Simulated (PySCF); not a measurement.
## Excitation energies in several basis sets

Compound: diboron tetrachloride, B2Cl4.
SMILES: `ClB(Cl)B(Cl)Cl`

TDDFT with PBE0 (PySCF), vertical singlets, core orbitals frozen in the response, spherical d and f functions. Isolated species at its PBE0-D3(BJ)/def2-SVP geometry, gas phase.

Task: How do the low singlets change with the basis? Take 6-31G*, def2-SVP, 6-31+G*, aug-cc-pVDZ, def2-TZVP, def2-TZVPD and aug-cc-pVTZ.

Result: 

| basis | functions | diffuse | S1 (eV) | S2 (eV) | S3 (eV) | S4 (eV) | S5 (eV) | LUMO (eV) | α (au) |
| --- | --- | --- | --- | --- | --- | --- | --- | --- | --- |
| 6-31G* | 100 | no | 5.01 | 5.03 | 5.75 | 5.76 | 6.22 | -2.04 | 62.3 |
| def2-SVP | 100 | no | 5.07 | 5.09 | 5.85 | 5.87 | 6.34 | -1.76 | 58.5 |
| 6-31+G* | 124 | yes | 5.00 | 5.02 | 5.73 | 5.75 | 6.20 | -2.15 | 71.4 |
| aug-cc-pVDZ | 154 | yes | 4.98 | 5.00 | 5.72 | 5.73 | 6.20 | -2.12 | 81.4 |
| def2-TZVP | 210 | no | 4.95 | 4.98 | 5.72 | 5.73 | 6.21 | -2.04 | 74.7 |
| def2-TZVPD | 258 | yes | 4.92 | 4.94 | 5.68 | 5.69 | 6.17 | -2.13 | 83.2 |
| aug-cc-pVTZ | 292 | yes | 4.95 | 4.97 | 5.71 | 5.72 | 6.20 | -2.11 | 82.8 |

States are compared by their number. Against the largest diffuse basis here (aug-cc-pVTZ, itself not a converged limit), sets without diffuse functions differ by up to 0.12 eV in S1 and 0.14 eV in S5; the smaller diffuse sets differ by up to 0.05 and 0.03 eV. State by state, the largest deviation of a set without diffuse functions is S1 0.12, S2 0.12, S3 0.14, S4 0.15, S5 0.14 eV. The same number needn't mean the same state in each row. Against aug-cc-pVTZ the polarisability deviates by -25% in 6-31G*, -29% in def2-SVP, -14% in 6-31+G*, -2% in aug-cc-pVDZ, -10% in def2-TZVP, 0% in def2-TZVPD.
